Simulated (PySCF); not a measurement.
## Hg²⁺: excitation energy

Hg²⁺ [Xe] 4f14 5d10 (1S) → Hg²⁺ [Xe] 4f14 5d9 6p1 (high-spin determinant), as a difference of total energies. Calculation: PySCF 2.14, in aug-cc-pwCVDZ-PP with ECP60MDF (6s6p5d3f, 70 functions); scalar relativity through the core potential. Correlated levels: valence: 5s2 5p6 frozen. The calculations carry no spin-orbit coupling.

| method | excitation energy (eV) |
| --- | --- |
| UHF | 14.061 |
| MP2 (valence) | 14.944 |
| SCS-MP2 (valence) | 14.963 |
| CCSD (valence) | 14.707 |
| CCSD(T) (valence) | 14.698 |

Q: How much does correlation contribute at CCSD(T) (valence)?

A: 14.698 − (14.061) = 0.637 eV, measured against UHF.

The determinant of the upper state mixes LS terms, which raises its energy above the lowest term, most at the Hartree-Fock and MP2 levels.
